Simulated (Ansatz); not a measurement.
Molecule: sum formula AlHCl$_{2}$ (charge 0, singlet). SMILES: [Cl][AlH][Cl]
Geometry: optimised at B3LYP-D3(BJ)/def2-TZVP (Ansatz, a first-principles code).

Quantity: vertical ionisation energy (to the doublet state of charge +1; each state is the SCF solution reached for its spin; for the doublet T1 is 0.047), in eV. Valence correlation only, unless marked. Open shells are spin-unrestricted. No spin-orbit coupling. Non-relativistic. CBS(X,Y): correlation extrapolated as X^-3; Hartree-Fock from the larger set.

| level | program | vertical ionisation energy (eV) |
|---|---|---|
| HF/aug-cc-pV(Q+d)Z | Ansatz | 11.63 |
| PBE/def2-TZVPD | Ansatz | 11.04 |
| BHLYP/def2-TZVPD | Ansatz | 11.81 |
| wB97M-V/def2-TZVPD | Ansatz | 11.87 |
| wB97X-V/def2-TZVPD | Ansatz | 11.97 |
| MP2/aug-cc-pV(D+d)Z | Ansatz | 12.13 |
| MP2/aug-cc-pV(Q+d)Z | Ansatz | 12.19 |
| MP2/CBS(aug-cc-pV(T+d)Z,aug-cc-pV(Q+d)Z) | Ansatz | 12.23 |
| SCS-MP2/aug-cc-pV(T+d)Z | Ansatz | 12.23 |
| CCSD/aug-cc-pV(D+d)Z | Ansatz | 11.87 |
| CCSD/aug-cc-pV(T+d)Z | Ansatz | 12.10 |
| CCSD/aug-cc-pV(Q+d)Z | Ansatz | 12.18 |
| CCSD/CBS(aug-cc-pV(T+d)Z,aug-cc-pV(Q+d)Z) | Ansatz | 12.25 |
| CCSD(T)/aug-cc-pV(T+d)Z | Ansatz | 11.99 |
| CCSD(T)/CBS(aug-cc-pV(T+d)Z,aug-cc-pV(Q+d)Z) | Ansatz | 12.14 |
